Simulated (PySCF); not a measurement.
**State search for NaBi⁺**

Unrestricted PBE0; Na aug-cc-pVDZ, Bi aug-cc-pVDZ-PP with ECP60; scalar-relativistic core potentials (PySCF 2.14). Outer shells of the fragments: Na+ closed shells only; Bi 5d10 6s2 6p3.

Followed along the bond (rough minima from three points):

| 2Ms+1 | unpaired | ⟨S²⟩ at the start | R at minimum (Å) | Te (eV) |
| --- | --- | --- | --- | --- |
| 4 | σ ↑, π ↑↑ | 3.75 | 3.43 | 0.00 |
| 2 | σ ↓, π ↑↑ | 1.76 | 3.50 | 0.61 |
| 2 | σ ↑, π ↑↓ | 1.76 | 3.46 | 0.64 |
| 2 | π ↑ | 0.75 | 3.25 | 0.83 |
| 2 | σ ↑ | 0.75 | 3.45 | 1.56 |

Solutions found at the starting distance of 3.135 Å, counted from the lowest of them; the search is not exhaustive and high or unbound solutions are not listed, so other states can lie among these:

```csv
2Ms+1,unpaired,term,E (eV),⟨S²⟩,⟨Lz²⟩,μ (D)
4,"σ ↑, π ↑↑",⁴Σ⁻,0.00,3.75,0.00,-10.24
2,"σ ↓, π ↑↑",mixed,0.63,1.76,0.00,-10.06
2,"σ ↑, π ↑↓",mixed,0.65,1.76,2.01,-10.13
2,π ↑,²Π,0.80,0.75,1.00,-9.13
2,σ ↑,mixed,1.57,0.75,2.00,-10.04
2,π ↑,²Π,2.32,0.75,1.01,-10.85
4,"σ ↑↑, π ↑",⁴Π,4.45,3.75,1.00,-0.81
4,"σ ↑, π ↑↑",mixed,6.02,3.75,2.00,-1.76
4,π ↑↑↑,⁴Π,6.49,3.75,1.00,-1.90
```

A term symbol is given only where ⟨S²⟩ and ⟨Lz²⟩ are close to those of a pure state; real π, δ and φ orbitals otherwise mix terms. A positive dipole points towards Bi; it is taken about the centre of mass and depends on that origin.

These are scalar-relativistic numbers at best; spin–orbit coupling would shift them, the dissociation energy most. Counting both spins, an empty level lies below a filled one in some of these solutions, because spin and occupation are held.
